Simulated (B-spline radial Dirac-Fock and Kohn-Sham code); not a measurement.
## Elastic and transport cross sections of neodymium for electrons

Model: relativistic (Dirac) partial waves in the static field of the Dirac-Fock atom with Furness-McCarthy exchange, without polarisation or absorption potentials. Program: an atomic code on a B-spline grid. σ_tr1 and σ_tr2 weight the cross section with 1 − P₁ and 1 − P₂ of cos θ; "backward" is the share scattered beyond 90°.

```
energy (eV)  σ (a₀²)  σ_tr1 (a₀²)  σ_tr2 (a₀²)  σ/σ_tr1  backward (%)
        553     17.5         4.06         3.77     4.30            10
        592     16.9         3.85         3.51     4.40            10
        658     16.1         3.52         3.15     4.57            10
        933     13.5         2.53         2.26     5.34           8.4
       1000     13.0         2.35         2.13     5.53           8.0
       1130     12.2         2.06         1.91     5.92           7.3
       1220     11.7         1.90         1.79     6.18           6.8
       1500     10.5         1.50         1.50     7.02           5.7
       1610     10.1         1.38         1.41     7.35           5.4
       1760     9.64         1.24         1.31     7.80           5.0
       1820     9.47         1.19         1.27     7.97           4.8
       1880        ?            ?            ?        ?             ?
       2000     9.00         1.06         1.17     8.51           4.4
       2240     8.46        0.917         1.05     9.23           4.0
       2260     8.42        0.906         1.04     9.29           4.0
```

Question: Fill in the row for 1.88 keV.

Answer: σ = 9.31 a₀², σ_tr1 = 1.14 a₀², σ_tr2 = 1.23 a₀², σ/σ_tr1 = 8.15, backward 4.7 %. The ratio σ/σ_tr1 is roughly the number of elastic collisions that randomise the direction.

Values without a named source are computed, but for edge energies of neutral atoms, which are taken from tables.
